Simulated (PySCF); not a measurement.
A structure optimised at ωB97X-D3(BJ)/def2-SVP, used in a PySCF frequency run:

```xyz
9

Ga     0.6226     0.0002     0.0000
C      2.5774    -0.0112     0.0000
H      2.9514    -0.5417     0.8899
H      2.9514    -0.5417    -0.8899
H      2.9867     1.0097     0.0000
Se    -0.6613    -1.9235     0.0000
H      0.5085    -2.8086     0.0000
Se    -0.5823     1.9721     0.0000
H     -1.8800     1.2902     0.0000
```

**Question.** Write its SMILES, formula and point group.

**Answer.** [CH3][Ga]([SeH])[SeH], CH₅GaSe₂, Cs

**Question.** What are its rotational constants (standard atomic weights)?

**Answer.** 2.5403, 0.82550, 0.62550 GHz
